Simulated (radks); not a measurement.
Excited configurations of Pr I: one electron is placed in a higher orbital outside [Xe] 4f3 6s1. The ground configuration is [Xe] 4f3 6s2. Calculated with a radial shooting solver on a logarithmic mesh with Libxc functionals: scalar-relativistic Kohn-Sham, PBE, spin-unpolarised, spherical densities, finite nucleus; Fermi nuclear charge, rms radius 4.8919 fm. Excitation = E - E(ground); binding = E(ion) - E, where the ion is the core of charge +1; n* = 1/sqrt(2 binding) in atomic units, and the quantum defect is n - n*.

| outer orbital | excitation (eV) | binding (eV) | n* | eigenvalue (eV) |
|---|---|---|---|---|
| 5d | 1.564 | 4.157 | 1.809 | -1.376 |
| 6d | 4.231 | 1.490 | 3.022 | -0.722 |
| 7s | 3.651 | 2.070 | 2.564 | -1.236 |
| 7d | 4.788 | 0.933 | 3.819 | -0.535 |
| 7f | 5.238 | 0.483 | 5.309 | -0.294 |

The Delta-SCF ionisation energy is 5.721 eV (NIST Atomic Spectra Database: 5.470 eV, semi-empirical). Self-interaction in the functional shifts the binding energies and quantum defects, so they are the method's values and not measured ones. Spin polarisation and multiplet splitting are left out, so open shells lie too high by an amount that depends on their filling. Spin-orbit splitting is averaged out at the scalar-relativistic level.

Beside tabulated values, note that spin-unpolarised runs miss the spin-polarisation part of the exchange energy of open shells.
